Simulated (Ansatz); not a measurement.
A geometry relaxed with B3LYP-D3(BJ)/def2-TZVP run with Ansatz (a quantum-chemistry and plane-wave program), charge 0, multiplicity 2:

```xyz
3

Cl     1.3978    -0.1280     0.0000
H     -1.1706    -0.2980     0.0000
B     -0.2272     0.4260     0.0000
```

Question: Write the SMILES of this molecule.

Answer: `[BH]Cl`
